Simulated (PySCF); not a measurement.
Input for PySCF: R-M06-2X/def2-TZVPPD on C3H8 (SMILES CCC).

```python
from pyscf import gto, dft

mol = gto.M(
    atom='''
    C    -1.19201278   -0.51012436    3.96321754
    C     0.33246158   -0.45761465    3.98721515
    C     0.87343726    0.96583295    3.88810250
    H    -1.55949986   -1.53455206    4.04940577
    H    -1.61842644    0.06846784    4.78677370
    H    -1.57842325   -0.09536156    3.02947545
    H     0.72579770   -1.05347196    3.15917661
    H     0.70145730   -0.92457629    4.90543464
    H     1.96520077    0.98314391    3.89579962
    H     0.53757395    1.44636336    2.96633359
    H     0.52463705    1.57770159    4.72386091
    ''',
    basis='def2-tzvppd',
    charge=0, spin=0, verbose=4, max_memory=1800)
mf = dft.RKS(mol, xc='m062x').density_fit(auxbasis='def2-universal-jkfit')
mf.grids.level = 4
mf.conv_tol = 1e-9
mf.max_cycle = 150
mf.kernel()
mf.dip_moment()
```

It printed:

```
PySCF version 2.14.0

[INPUT] verbose = 4
[INPUT] num. atoms = 11
[INPUT] num. electrons = 26
[INPUT] charge = 0
[INPUT] spin (= nelec alpha-beta = 2S) = 0
[INPUT] symmetry False subgroup None
[INPUT] Mole.unit = angstrom
[INPUT] Symbol           X                Y                Z      unit          X                Y                Z       unit  Magmom
[INPUT]  1 C     -1.192012780000  -0.510124360000   3.963217540000 AA   -2.252577691181  -0.963995329869   7.489395722672 Bohr   0.0
[INPUT]  2 C      0.332461580000  -0.457614650000   3.987215150000 AA    0.628261333140  -0.864766359089   7.534744633217 Bohr   0.0
[INPUT]  3 C      0.873437260000   0.965832950000   3.888102500000 AA    1.650557208391   1.825159757581   7.347448869237 Bohr   0.0
[INPUT]  4 H     -1.559499860000  -1.534552060000   4.049405770000 AA   -2.947027626698  -2.899883117287   7.652267872533 Bohr   0.0
[INPUT]  5 H     -1.618426440000   0.068467840000   4.786773700000 AA   -3.058382724355   0.129385465941   9.045691313271 Bohr   0.0
[INPUT]  6 H     -1.578423250000  -0.095361560000   3.029475450000 AA   -2.982787651146  -0.180207231211   5.724878901593 Bohr   0.0
[INPUT]  7 H      0.725797700000  -1.053471960000   3.159176610000 AA    1.371558874839  -1.990773484309   5.969978572032 Bohr   0.0
[INPUT]  8 H      0.701457300000  -0.924576290000   4.905434640000 AA    1.325562185077  -1.747195969366   9.269927991554 Bohr   0.0
[INPUT]  9 H      1.965200770000   0.983143910000   3.895799620000 AA    3.713691235084   1.857872730934   7.361994317985 Bohr   0.0
[INPUT] 10 H      0.537573950000   1.446363360000   2.966333590000 AA    1.015867537201   2.733230627006   5.605558079198 Bohr   0.0
[INPUT] 11 H      0.524637050000   1.577701590000   4.723860910000 AA    0.991420339300   2.981423911391   8.926803370439 Bohr   0.0

nuclear repulsion = 82.6316533234108
number of shells = 95
number of NR pGTOs = 308
number of NR cGTOs = 247
basis = def2-tzvppd
ecp = {}


******** <class 'pyscf.df.df_jk.DFRKS'> ********
method = DFRKS
initial guess = minao
damping factor = 0
level_shift factor = 0
DIIS = <class 'pyscf.scf.diis.CDIIS'>
diis_start_cycle = 1
diis_space = 8
diis_damp = 0
SCF conv_tol = 1e-09
SCF conv_tol_grad = None
SCF max_cycles = 150
direct_scf = False
XC library pyscf.dft.libxc version 7.1.2
    S. Lehtola, C. Steigemann, M. J. T. Oliveira, and M. A. L. Marques,  SoftwareX 7, 1–5 (2018)
XC functionals = m062x
    Y. Zhao and D. G. Truhlar,  Theor. Chem. Acc. 120, 215 (2008)
    Y. Zhao and D. G. Truhlar,  Theor. Chem. Acc. 120, 215 (2008)
radial grids:
    Treutler-Ahlrichs [JCP 102, 346 (1995); DOI:10.1063/1.469408] (M4) radial grids

becke partition: Becke, JCP 88, 2547 (1988); DOI:10.1063/1.454033
pruning grids: <function nwchem_prune>
grids dens level: 4
symmetrized grids: False
atomic radii adjust function: <function treutler_atomic_radii_adjust>
small_rho_cutoff = 0
Set gradient conv threshold to 3.16228e-05
Initial guess from minao.
tot grids = 211488
******** <class 'pyscf.df.df.DF'> ********
auxbasis = def2-universal-jkfit
init E= -119.226387799666
  HOMO = -0.369924467025821  LUMO = 0.00154186961179548  gap/eV = 10.10811
cycle= 1 E= -119.09551229194  delta_E= 0.131  |g|= 0.273  |ddm|= 2.24
  HOMO = -0.351012014013911  LUMO = 0.0265730167609531  gap/eV = 10.27461
cycle= 2 E= -119.103205965175  delta_E= -0.00769  |g|= 0.216  |ddm|= 0.53
  HOMO = -0.389566889847143  LUMO = 0.0218208673196127  gap/eV = 11.19443
cycle= 3 E= -119.114794530749  delta_E= -0.0116  |g|= 0.0267  |ddm|= 0.225
  HOMO = -0.386190158867472  LUMO = 0.0222833085998765  gap/eV = 11.11513
cycle= 4 E= -119.114970208103  delta_E= -0.000176  |g|= 0.00647  |ddm|= 0.0516
  HOMO = -0.386435189929035  LUMO = 0.022275362019227  gap/eV = 11.12158
cycle= 5 E= -119.114979177374  delta_E= -8.97e-06  |g|= 0.00182  |ddm|= 0.0098
  HOMO = -0.386235169289795  LUMO = 0.0222891796458171  gap/eV = 11.11651
cycle= 6 E= -119.114979931813  delta_E= -7.54e-07  |g|= 0.000364  |ddm|= 0.00314
  HOMO = -0.386251656683172  LUMO = 0.0222898509766166  gap/eV = 11.11698
cycle= 7 E= -119.114979964756  delta_E= -3.29e-08  |g|= 3.42e-05  |ddm|= 0.000769
  HOMO = -0.386253122125221  LUMO = 0.0222894977402397  gap/eV = 11.11701
cycle= 8 E= -119.114979965137  delta_E= -3.81e-10  |g|= 6.28e-06  |ddm|= 0.000137
  HOMO = -0.386253638714915  LUMO = 0.0222894286053453  gap/eV = 11.11702
Extra cycle  E= -119.114979965148  delta_E= -1.06e-11  |g|= 2.93e-06  |ddm|= 3.26e-05
converged SCF energy = -119.114979965148
Dipole moment(X, Y, Z, Debye):  0.04999, -0.07108,  0.00303
```

The run converged.

Cost: about 60 core-seconds (a rough figure).
